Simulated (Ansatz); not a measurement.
Heat of formation of SiCl4 (silicon tetrachloride) from total energies

The species is SiCl4 (5 atoms), meant as a singlet with charge 0. SMILES: `Cl[Si](Cl)(Cl)Cl`. The coordinates come from a PBE0-D4/def2-TZVP relaxation.

Total energies at r2SCAN/cc-pVDZ (Ansatz 0.2.0); the atoms run unrestricted:

| species | state | energy (Eh) |
| --- | --- | --- |
| SiCl4 | singlet | -2130.364867 |
| Cl | doublet | -460.109081 |
| Si | triplet | -289.338842 |

Harmonic wavenumbers at PBE0-D4/def2-TZVP, in cm⁻¹: 144, 144, 218, 218, 218, 422, 624, 624, 624.

Measured heats of formation of the gaseous atoms at 298.15 K, in kJ/mol: Cl 121.3, Si 450.0. Spin-orbit lowering of the atoms at 298 K (mean of the ground term's levels less their thermal mean, from spectra), in kJ/mol: Cl 3.44, Si 0.44. Take 1 Eh = 2625.50 kJ/mol, 1 cm⁻¹ = 0.0119627 kJ/mol, RT = 2.479 kJ/mol.

Work out the heat of formation of the gas at 298 K.


1. Electronic atomisation energy: 4 × (-460.109081) + (-289.338842) − (-2130.364867) = 0.589701 Eh = 1548.3 kJ/mol.
2. Zero-point energy: half the sum of the wavenumbers, 1618 cm⁻¹ = 19.4 kJ/mol.
3. Thermal vibrational enthalpy, Σ hcν̃/(exp(hcν̃/kT) − 1): 9.5 kJ/mol. Translation, rotation and pV of a non-linear molecule: 4 RT = 9.9 kJ/mol.
4. The 5 free atoms carry 5/2 RT each: 31.0 kJ/mol.
5. Spin-orbit coupling lowers the free atoms by 4 × 3.44 + 0.44 = 14.2 kJ/mol.
6. Atomisation enthalpy at 298 K: 1548.3 − 14.2 − 19.4 − 9.5 − 9.9 + 31.0 = 1526.3 kJ/mol.
7. Sum of the atoms' heats of formation: 935.2 kJ/mol. Heat of formation: 935.2 − 1526.3 = -591.1 kJ/mol.

The tabulated value is -662.7 kJ/mol (NIST-JANAF tables), so this level is off by +71.6 kJ/mol, or 4.5 % of the atomisation enthalpy. Anharmonicity and any spin-orbit splitting of the molecule are left out.
